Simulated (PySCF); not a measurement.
## Ionisation energy of B+ by level of theory

B+ [He] 2s2 (1S) → B(2+) [He] 2s1 (2S), as a difference of total energies. All numbers are calculated (PySCF 2.14, the non-relativistic Hamiltonian (point nucleus), in 6-31G* (3s2p1d, 14 functions)). Correlated levels: valence: 1s2 frozen. The calculations carry no spin-orbit coupling.

```csv
method,ionisation energy (eV)
UHF,23.465
B3LYP,24.779
LDA,24.566
SCS-MP2 (valence),24.553
```

Question: Estimate what MP2 (valence) gives.

Answer: 24.372 eV, closest to SCS-MP2 (valence) among the rows shown.

Question: Estimate what CCSD (valence) gives.

Answer: 25.063 eV, closest to B3LYP among the rows shown.

Errors of the correlated levels include the incompleteness of this basis and the frozen core.

With two correlated electrons CCSD is exact in that space.

The coupled-cluster amplitudes are large for B+ (T1 above 0.03 or a double amplitude above 0.15), so a single reference is strained.

For comparison: 25.155 eV (measured; NIST Atomic Spectra Database, ionization energies).
